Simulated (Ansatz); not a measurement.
AlSiH7O3F, doublet: a saddle search.

in.yaml

```yaml
crystal:
  periodic: [false, false, false]
  atoms:
    - {symbol: Al, position_ang: [-1.480470, 0.678497, -0.410026]}
    - {symbol: O, position_ang: [0.036489, -0.405826, -0.390770]}
    - {symbol: Si, position_ang: [0.333295, -1.905125, -0.884401]}
    - {symbol: F, position_ang: [-2.725930, -0.108875, 0.489987]}
    - {symbol: H, position_ang: [0.362768, 1.666531, 0.797112]}
    - {symbol: O, position_ang: [-0.794358, 2.000917, 0.500860]}
    - {symbol: H, position_ang: [0.910576, 0.309815, 0.234662]}
    - {symbol: O, position_ang: [1.486143, 1.018280, 0.925915]}
    - {symbol: H, position_ang: [0.143639, -2.843384, 0.290345]}
    - {symbol: H, position_ang: [-0.787448, -2.340395, -1.877419]}
    - {symbol: H, position_ang: [1.576489, -2.114846, -1.379615]}
    - {symbol: H, position_ang: [-1.269215, 2.483915, 1.192389]}
    - {symbol: H, position_ang: [2.078971, 1.487444, 0.478293]}
basis:
  gaussian: {orbitals: def2-SVP}
magnetization: {spin_polarized: true, initial_magnetization: 1}
hamiltonian: {xc: lda}
saddle:
  f_tol: 0.02
  max_steps: 40
  mode_guess:
    - [-0.0756, 0.1371, 0.0661]
    - [0.1928, 0.0631, 0.1487]
    - [0.0566, -0.0058, 0.0442]
    - [-0.0091, -0.0892, -0.0631]
    - [0.5859, -0.1320, 0.0997]
    - [-0.2223, 0.0781, -0.0703]
    - [-0.4110, -0.3380, -0.3466]
    - [0.0095, 0.0673, 0.0322]
    - [0.0111, 0.0046, 0.0252]
    - [0.0040, 0.1028, 0.0572]
    - [0.0225, -0.0115, -0.0068]
    - [-0.1581, 0.0447, -0.0236]
    - [-0.0063, 0.0789, 0.0370]
```

Command:

```bash
ansatz run in.yaml --threads 4 --pin off --events-out ev --progress --plain --max-ram 66560MiB --backend cpu
```

The run's output (Ansatz 0.2.0):

```
Functional definition: SPW92
  name "SPW92"
  cite "Dirac, Proc. Camb. Phil. Soc. 26, 376 (1930) doi:10.1017/S0305004100016108"
  cite "Slater, Phys. Rev. 81, 385 (1951) doi:10.1103/PhysRev.81.385"
  cite "Perdew & Wang, Phys. Rev. B 45, 13244 (1992) doi:10.1103/PhysRevB.45.13244"
  exchange = slater_x
  correlation = pw_c
1372 factors; their error is unknown
mean field evaluation 1: about -23302.4067 eV, gradient 6.4e1 eV
mean field evaluation 2: about -23255.8465 eV, gradient 1.3e2 eV
mean field evaluation 4: about -23315.8326 eV, gradient 9.4e0 eV
mean field evaluation 8: about -23316.1181 eV, gradient 2.3e-1 eV
mean field evaluation 16: about -23316.0436 eV, gradient 2.5e-4 eV
mean field -23316.04362146 eV, -856.8487989068 hartree, gradient 3.6e-5 eV, S^2 0.750667; 0 other end points of the search recorded, 0 dependent functions left out
the calculation of the forces begins
reference -23316.04366446 eV, -856.8488004870 hartree; 34, 33 occupied and 93, 94 virtual orbitals, 1372 factors
these checks for a lower state are left out or cut short: stability, starts, cluster_reference, orbital_swaps, neighbouring_geometries, increment
1372 factors; their error is unknown
mean field -23316.03644163 eV, -856.8485350529 hartree, gradient 1.1e-6 eV, S^2 0.750667; 0 other end points of the search recorded, 0 dependent functions left out
the calculation of the forces begins
reference -23316.03648463 eV, -856.8485366331 hartree; 34, 33 occupied and 93, 94 virtual orbitals, 1372 factors
these checks for a lower state are left out or cut short: stability, starts, cluster_reference, orbital_swaps, neighbouring_geometries, increment
1372 factors; their error is unknown
mean field evaluation 32: about -23316.0730 eV, gradient 1.1e-6 eV
mean field -23316.07297981 eV, -856.8498778063 hartree, gradient 1.1e-6 eV, S^2 0.750667; 0 other end points of the search recorded, 0 dependent functions left out
the calculation of the forces begins
reference -23316.07302282 eV, -856.8498793868 hartree; 34, 33 occupied and 93, 94 virtual orbitals, 1372 factors
saddle step   1: F+E_penalty+E_count = -23316.04362146 eV  max|allowed force component| = 6.449e0 eV/Å  curvature = -2.8057 eV/Å²  mode residual = 1.01e1 eV/Å²  Δτ_max = 0.0000 Å  (1 rotations, 3 force calls, 70 SCF iters)  cluster: 3 rotations left out, max|force component along them| = 7.653e-8 eV/Å
saddle step   2: F+E_penalty+E_count = -23316.70999660 eV  max|allowed force component| = 1.951e0 eV/Å  curvature = +1.8267 eV/Å²  mode residual = 4.14e0 eV/Å²  Δτ_max = 0.1611 Å  (1 rotations, 4 force calls, 96 SCF iters)  cluster: 3 rotations left out, max|force component along them| = 1.347e-8 eV/Å
saddle step   3: F+E_penalty+E_count = -23316.89063364 eV  max|allowed force component| = 8.802e-1 eV/Å  curvature = +0.7936 eV/Å²  mode residual = 3.56e0 eV/Å²  Δτ_max = 0.0444 Å  (1 rotations, 4 force calls, 92 SCF iters)  cluster: 3 rotations left out, max|force component along them| = 7.863e-9 eV/Å
WARN: saddle search: on two steps running the search has had no negative curvature along its mode to follow, on a curvature that misses the negative of saddle.curvature_tol by less than its residual: at step 3, +0.794 eV/Å² with a residual of 3.56e0 eV/Å² (extrapolated from the last rotation, not read by a force call). A negative curvature could lie within that residual, and the search be climbing where it has one to follow. Its rotation spent its cap of 1: raise saddle.rotation.max_rotations, or give a saddle.mode_guess nearer the mode
saddle step   4: F+E_penalty+E_count = -23316.92743121 eV  max|allowed force component| = 9.129e-1 eV/Å  curvature = +1.7915 eV/Å²  mode residual = 5.10e0 eV/Å²  Δτ_max = 0.0542 Å  (1 rotations, 4 force calls, 86 SCF iters)  cluster: 3 rotations left out, max|force component along them| = 7.408e-9 eV/Å
saddle step   5: F+E_penalty+E_count = -23316.98358634 eV  max|allowed force component| = 4.374e-1 eV/Å  curvature = +2.3105 eV/Å²  mode residual = 5.85e0 eV/Å²  Δτ_max = 0.0837 Å  (1 rotations, 4 force calls, 86 SCF iters)  cluster: 3 rotations left out, max|force component along them| = 1.409e-8 eV/Å
saddle step   6: F+E_penalty+E_count = -23316.97907891 eV  max|allowed force component| = 2.877e-1 eV/Å  curvature = +2.4815 eV/Å²  mode residual = 4.51e0 eV/Å²  Δτ_max = 0.0621 Å  (1 rotations, 4 force calls, 85 SCF iters)  cluster: 3 rotations left out, max|force component along them| = 8.714e-9 eV/Å
saddle step   7: F+E_penalty+E_count = -23316.95355398 eV  max|allowed force component| = 4.114e-1 eV/Å  curvature = +3.0885 eV/Å²  mode residual = 5.36e0 eV/Å²  Δτ_max = 0.0467 Å  (1 rotations, 4 force calls, 78 SCF iters)  cluster: 3 rotations left out, max|force component along them| = 3.479e-8 eV/Å
[...]
saddle step  30: F+E_penalty+E_count = -23316.23716941 eV  max|allowed force component| = 3.051e-1 eV/Å  curvature = +0.3600 eV/Å²  mode residual = 1.60e0 eV/Å²  Δτ_max = 0.0672 Å  (1 rotations, 4 force calls, 71 SCF iters)  cluster: 3 rotations left out, max|force component along them| = 2.623e-8 eV/Å
saddle step  31: F+E_penalty+E_count = -23316.23198464 eV  max|allowed force component| = 2.945e-1 eV/Å  curvature = +0.4174 eV/Å²  mode residual = 1.34e0 eV/Å²  Δτ_max = 0.0678 Å  (1 rotations, 4 force calls, 76 SCF iters)  cluster: 3 rotations left out, max|force component along them| = 2.875e-8 eV/Å
saddle step  32: F+E_penalty+E_count = -23316.22795774 eV  max|allowed force component| = 2.874e-1 eV/Å  curvature = +0.3627 eV/Å²  mode residual = 1.47e0 eV/Å²  Δτ_max = 0.0643 Å  (1 rotations, 4 force calls, 69 SCF iters)  cluster: 3 rotations left out, max|force component along them| = 5.726e-8 eV/Å
saddle step  33: F+E_penalty+E_count = -23316.22256919 eV  max|allowed force component| = 2.775e-1 eV/Å  curvature = +0.4160 eV/Å²  mode residual = 1.28e0 eV/Å²  Δτ_max = 0.0652 Å  (1 rotations, 4 force calls, 76 SCF iters)  cluster: 3 rotations left out, max|force component along them| = 2.972e-8 eV/Å
saddle step  34: F+E_penalty+E_count = -23316.21806786 eV  max|allowed force component| = 2.715e-1 eV/Å  curvature = +0.3658 eV/Å²  mode residual = 1.35e0 eV/Å²  Δτ_max = 0.0620 Å  (1 rotations, 4 force calls, 70 SCF iters)  cluster: 3 rotations left out, max|force component along them| = 5.068e-8 eV/Å
saddle step  35: F+E_penalty+E_count = -23316.21240171 eV  max|allowed force component| = 2.627e-1 eV/Å  curvature = +0.4119 eV/Å²  mode residual = 1.24e0 eV/Å²  Δτ_max = 0.0631 Å  (1 rotations, 4 force calls, 76 SCF iters)  cluster: 3 rotations left out, max|force component along them| = 4.397e-8 eV/Å
saddle step  36: F+E_penalty+E_count = -23316.20745063 eV  max|allowed force component| = 2.580e-1 eV/Å  curvature = +0.3661 eV/Å²  mode residual = 1.26e0 eV/Å²  Δτ_max = 0.0603 Å  (1 rotations, 4 force calls, 76 SCF iters)  cluster: 3 rotations left out, max|force component along them| = 4.644e-8 eV/Å
saddle step  37: F+E_penalty+E_count = -23316.20155941 eV  max|allowed force component| = 2.506e-1 eV/Å  curvature = +0.4063 eV/Å²  mode residual = 1.18e0 eV/Å²  Δτ_max = 0.0615 Å  (1 rotations, 4 force calls, 76 SCF iters)  cluster: 3 rotations left out, max|force component along them| = 3.889e-8 eV/Å
saddle step  38: F+E_penalty+E_count = -23316.19625780 eV  max|allowed force component| = 2.471e-1 eV/Å  curvature = +0.3665 eV/Å²  mode residual = 1.18e0 eV/Å²  Δτ_max = 0.0591 Å  (1 rotations, 4 force calls, 76 SCF iters)  cluster: 3 rotations left out, max|force component along them| = 4.245e-8 eV/Å
saddle step  39: F+E_penalty+E_count = -23316.19020081 eV  max|allowed force component| = 2.413e-1 eV/Å  curvature = +0.4010 eV/Å²  mode residual = 1.12e0 eV/Å²  Δτ_max = 0.0604 Å  (1 rotations, 4 force calls, 76 SCF iters)  cluster: 3 rotations left out, max|force component along them| = 3.514e-8 eV/Å
saddle step  40: F+E_penalty+E_count = -23316.18467719 eV  max|allowed force component| = 2.390e-1 eV/Å  curvature = +0.3665 eV/Å²  mode residual = 1.12e0 eV/Å²  Δτ_max = 0.0583 Å  (1 rotations, 4 force calls, 76 SCF iters)  cluster: 3 rotations left out, max|force component along them| = 3.754e-8 eV/Å
Error: the saddle search did not converge after 40 steps: max|allowed force component| = 2.39e-1 eV/Å (threshold 2.0e-2). At the last step the curvature along the mode is +0.367 eV/Å² (extrapolated from the last rotation, not read by a force call), not resolved as negative, so the search is still climbing. That curvature's residual is 1.12e0 eV/Å². Where the curvature misses the negative of `saddle.curvature_tol` by less than that, a larger `saddle.rotation.max_rotations` or a tighter `saddle.rotation.residual_tol` may find a negative one. To go on, start nearer the saddle, give a better `saddle.mode_guess`, or set a larger `saddle.max_steps` (a set value also replaces the default of 250 for a search that goes on from a second negative curvature), or search again from the last step's geometry and mode. From 38 of its steps before the last this search moved with no negative curvature along its mode to follow. A search started from a geometry of this one does not count those moves and, where it converges, warns only of its own. With `saddle.order_check` unset, a search from the last step can check the order less strictly than this one. `saddle.order_check: true` asks for the full check and warns where it cannot tell. Where this run's directory can be resumed (`checkpoint.write`), a resume goes on for up to `saddle.max_steps` more
F+E_penalty+E_count at the last step = -23316.18467719 eV
to start another search from the last step: its geometry and its mode (saddle.mode_guess, Cartesian), with saddle.order_check: true (the message says why):
  atoms:
    - { symbol: Al, position_ang: [-1.81782040, 0.68263823, -0.52079217] }
    - { symbol: O, position_ang: [-0.03328089, -0.02605682, -0.39608304] }
    - { symbol: Si, position_ang: [0.06531280, -1.72322041, -0.65773000] }
    - { symbol: F, position_ang: [-2.41817077, -0.86051394, -0.10335660] }
    - { symbol: H, position_ang: [2.34944002, 0.87394140, 1.58996844] }
    - { symbol: O, position_ang: [-1.72355150, 1.94783381, 0.64725176] }
    - { symbol: H, position_ang: [0.77729990, 0.41040514, 0.05416350] }
    - { symbol: O, position_ang: [2.16609490, 0.84198609, 0.63047970] }
    - { symbol: H, position_ang: [-0.14493831, -2.50161861, 0.60641059] }
    - { symbol: H, position_ang: [-0.88996202, -2.08349860, -1.74822064] }
    - { symbol: H, position_ang: [1.48207312, -1.93280188, -1.12530184] }
    - { symbol: H, position_ang: [-2.44024736, 2.60314476, 0.70341582] }
    - { symbol: H, position_ang: [2.49869951, 1.69470884, 0.28712649] }
  mode_guess:
    - [-0.14274061, -0.01507804, -0.03313121]
    - [-0.06524120, 0.02712686, 0.04192954]
    - [-0.06377872, 0.00974174, 0.01661637]
    - [-0.01339611, -0.09253971, -0.09950525]
    - [0.73097251, -0.20827058, -0.00105440]
    - [-0.33203873, 0.04113846, -0.08641618]
    - [-0.06579711, 0.00080480, 0.00376983]
    - [0.22700844, 0.06333114, 0.09331295]
    - [-0.01044760, -0.01124647, 0.01394289]
    - [-0.06666093, 0.00338232, 0.01984528]
    - [-0.06186221, 0.02206071, 0.01370714]
    - [-0.31502039, 0.06249921, -0.11032319]
    - [0.17900267, 0.09704958, 0.12730624]
  order_check: true


[the SCF lines of later steps are left out]
```

Hardware: 4 CPU threads of an AMD EPYC 7R13, shared host. Wall time 120 s; peak host memory 0.69 GiB.


The run did not converge within its limit.